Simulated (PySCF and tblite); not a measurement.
Results of a calculation; reference values are marked as such.
C₈H₆O₂, numbered as in [CH:1]#[C:2][C:3]1=[C:4]([C:5](=[O:6])[OH:7])[CH:8]=[CH:9][CH2:10]1.

The ensemble was built from 90 distance-geometry starts (ETKDG, MMFF94s, GFN2-xTB) and rests on GFN2-xTB geometries. Weights use PBE0-D3(BJ)/def2-SVP (IEF-PCM, benzene) energies plus GFN2-xTB zero-point and thermal terms (modes under about 100 cm⁻¹ blended into free rotors). Symmetry numbers and mirror images are counted. Conformers within 3 kcal/mol (GFN2-xTB free energy) were kept, 4 at most. Couplings: B3LYP/6-31G* with pcJ-1 on H (gas phase; spin-dipole term only for pairs with B, N, F, Si or P). Couplings are for ¹H. H–H couplings come out 0.1 to 0.9 Hz lower than with pcJ-1 on all atoms. Run with PySCF (density fitting) and tblite.

Torsions listed: C3–C4–C5–O7, O6–C5–O7–H7. The 5-ring runs over atoms 3–4–8–9–10.

| conformer | shape | weight % |
| --- | --- | --- |
| 1 | 5-ring flat; 0°, 0° | 54.0 |
| 2 | 5-ring flat; 180°, 0° | 46.0 |

Task: Give the couplings in each conformer and the averages at 298.15 K (pairs that fast motion interchanges averaged).

Result: 
```
   coupling  pairs      1      2  average (Hz)
  ³J(H8,H9)      1    6.2    6.3           6.3
 ³J(H9,H10)      2    2.2    2.2           2.2
²J(H10,H10)      1  -27.8  -27.8         -27.8
```

The minima are those of GFN2-xTB; planar forms about aryl–S or allylic bonds may be saddles in DFT.


Conformer gaps in def2-SVP on xTB geometries can be 2 kcal/mol too large for S=O, P=O and other polar bonds.